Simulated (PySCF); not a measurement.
# Si3H3SOF3

Si3H3SOF3 is a silylene (divalent Si1, bonded to 1 O + 1 S), neutral, singlet. The structure, one conformer, was relaxed in the gas phase by PBE0-D3(BJ)/def2-SVP. No frequency run checks that it is a minimum.

SMILES: F[Si](F)(F)O[Si]S[SiH3]

```xyz
11

Si   -0.155   -1.223    2.031
S    -2.112   -0.405    1.651
Si   -1.871    0.649   -0.229
O     0.670   -0.654    0.662
Si    1.935   -0.352   -0.291
F     2.564    1.073    0.043
F     3.071   -1.454   -0.113
F     1.482   -0.349   -1.818
H    -3.198    1.272   -0.493
H    -1.522   -0.295   -1.324
H    -0.832    1.710   -0.105
```
(Å; atoms numbered from 1)

Shieldings: GIAO PBE0/pcSseg-1. Shifts are against computed references at the same level: H TMS (σ 31.27 ppm), Si TMS (σ 352.0 ppm). Core levels by delta-SCF with SCAN, pcX-2 on the ionised atom and pcseg-1 elsewhere, spin-free X2C (2p3/2 is the spin-free 2p value less a third of a first-order spin-orbit splitting); from the vacuum level, for chosen atoms.

**Question.** Give the shieldings and core levels atom by atom.

**Answer.** 
```tsv
atoms	bonded to	σ (ppm)	δ (ppm)	core level (eV)
Si1	1 O + 1 S	96.8	255.2	2p3/2 108.33
S2	2 Si	400.5	-	2p3/2 168.91
Si3	1 S + 3 H	413.1	-61.1	2p3/2 107.58
O4	2 Si	122.6	-	1s 539.14
Si5	3 F + 1 O	455.6	-103.6	2p3/2 110.83
F6	1 Si	333.5	-	-
F7	1 Si	333.7	-	-
F8	1 Si	339.1	-	-
H9 H10 H11	1 Si	26.48	4.78	-
```

Values are those of this one static structure, with the three H of a rotating XH3 group averaged; atoms that internal rotation interchanges would show their mean in an NMR spectrum.

**Question.** Which of Si1, Si3, Si5 holds its core electrons tightest, and by how much against the loosest?

**Answer.** Si5 (bonded to 3 F + 1 O), by 3.25 eV over Si3 (bonded to 1 S + 3 H).

**Question.** By CAM-B3LYP/def2-SVPD (TDDFT singlets, Tamm-Dancoff triplets, ionisation by delta-SCF), where does absorption start, and what does vertical ionisation take?

**Answer.** The lowest singlet lies at 3.93 eV (f 0.029), the strongest of the first 6 at 6.83 eV (f 0.123), the lowest triplet at 2.51 eV; vertical ionisation takes 9.55 eV.
